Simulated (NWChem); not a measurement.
System meant: CH$_{6}$GaNO; SMILES C[O][GaH][NH2]

NWChem input:

```
start job
memory heap 200 mb stack 900 mb global 1100 mb
geometry units angstroms noautoz
  Ga    -0.615894     0.428834     0.070059
  H     -1.964160     1.184717     0.257683
  O     -0.628130    -1.370887     0.219444
  C      0.556664    -2.133176     0.098771
  H      1.302051    -1.876571     0.867527
  H      0.300773    -3.192764     0.223075
  H      1.032643    -2.020003    -0.888338
  N      1.004977     1.232846    -0.203513
  H      1.074107     2.211806    -0.449469
  H      1.834585     0.718117    -0.468056
end
basis spherical
  Ga library def2-svp
  H library def2-svp
  O library def2-svp
  C library def2-svp
  N library def2-svp
end
dft
  odft
  mult 2
  xc b3lyp
  iterations 150
  mulliken
end
task dft energy
```

End of the output:

```
 Summary of "ao basis" -> "" (spherical)
 ------------------------------------------------------------------------------
       Tag                 Description            Shells   Functions and Types
 ---------------- ------------------------------  ------  ---------------------
 Ga                         def2-svp                12       32   5s4p3d
 H                          def2-svp                 3        5   2s1p
 O                          def2-svp                 6       14   3s2p1d
 C                          def2-svp                 6       14   3s2p1d
 N                          def2-svp                 6       14   3s2p1d

                                 NWChem DFT Module
                                 -----------------

 Summary of "ao basis" -> "ao basis" (spherical)
 ------------------------------------------------------------------------------
       Tag                 Description            Shells   Functions and Types
 ---------------- ------------------------------  ------  ---------------------
 Ga                         def2-svp                12       32   5s4p3d
 H                          def2-svp                 3        5   2s1p
 O                          def2-svp                 6       14   3s2p1d
 C                          def2-svp                 6       14   3s2p1d
 N                          def2-svp                 6       14   3s2p1d

  number of electrons :                   58
  multiplicity        :                    2
 ------------------------------------------------------------------------
  no. of electrons and multiplicity not compatible                  58
 ------------------------------------------------------------------------
 ------------------------------------------------------------------------
  current input line :
    29: task dft energy
 ------------------------------------------------------------------------
 ------------------------------------------------------------------------
 There is an error in the input file
 ------------------------------------------------------------------------
 For more information see the NWChem manual at https://nwchemgit.github.io

0: no. of electrons and multiplicity not compatible:Received an Error in Communication
```

Problem. Can this run be used? If not, why, and what is the fix?

Solution. The input was rejected before any calculation. Cause: the multiplicity doesn't fit the number of electrons (an even count wants an odd multiplicity, and the reverse). This input runs:
```
start job
memory heap 200 mb stack 900 mb global 1100 mb
geometry units angstroms noautoz
  Ga    -0.615894     0.428834     0.070059
  H     -1.964160     1.184717     0.257683
  O     -0.628130    -1.370887     0.219444
  C      0.556664    -2.133176     0.098771
  H      1.302051    -1.876571     0.867527
  H      0.300773    -3.192764     0.223075
  H      1.032643    -2.020003    -0.888338
  N      1.004977     1.232846    -0.203513
  H      1.074107     2.211806    -0.449469
  H      1.834585     0.718117    -0.468056
end
basis spherical
  * library def2-svp
end
dft
  xc b3lyp
  iterations 150
  mulliken
end
task dft energy
```
It converges to -2096.24626 Ha (B3LYP/def2-SVP).
